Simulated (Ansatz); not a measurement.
SiHMe2(OSiMe3) (C₅H₁₆OSi₂). Charge 0, multiplicity 1. Geometry r2SCAN-D4/def2-SVP; atoms count from 1.

Cartesian coordinates in Å:
```
Si -0.990 1.423 -0.450
H -0.299 1.738 -1.747
C -2.842 1.441 -0.701
H -3.192 2.430 -1.040
H -3.362 1.200 0.240
H -3.146 0.697 -1.454
C -0.471 2.680 0.840
H -0.770 3.700 0.547
H 0.622 2.680 0.985
H -0.940 2.455 1.813
O -0.552 -0.104 0.047
Si 0.745 -1.163 0.061
C 1.026 -1.798 -1.682
C 0.291 -2.563 1.216
C 2.270 -0.256 0.677
H 1.858 -2.521 -1.720
H 1.268 -0.973 -2.372
H 0.124 -2.303 -2.066
H -0.628 -3.067 0.876
H 1.091 -3.319 1.270
H 0.109 -2.189 2.237
H 2.537 0.580 0.008
H 2.106 0.159 1.686
H 3.144 -0.927 0.731
```

Question: Estimate the Mulliken populations from the PBE0/def2-TZVP orbitals of Ansatz.

Answer: 
```csv
atom,charge (e)
Si1,0.42
H2,-0.06
C3,-0.49
H4,0.13
H5,0.14
H6,0.14
C7,-0.50
H8,0.13
H9,0.14
H10,0.13
O11,-0.40
Si12,0.47
C13,-0.49
C14,-0.48
C15,-0.50
H16,0.13
H17,0.14
H18,0.14
H19,0.14
H20,0.13
H21,0.13
H22,0.14
H23,0.14
H24,0.14
```
Mulliken values depend strongly on the basis.

Question: And the Mayer bond orders between heavy atoms (over 0.3)?

Answer: Si1–C3 1.03 (1.87 Å); Si1–C7 1.00 (1.87 Å); Si1–O11 1.12 (1.66 Å); O11–Si12 1.10 (1.67 Å); Si12–C13 1.00 (1.88 Å); Si12–C14 1.02 (1.87 Å); Si12–C15 0.98 (1.88 Å).
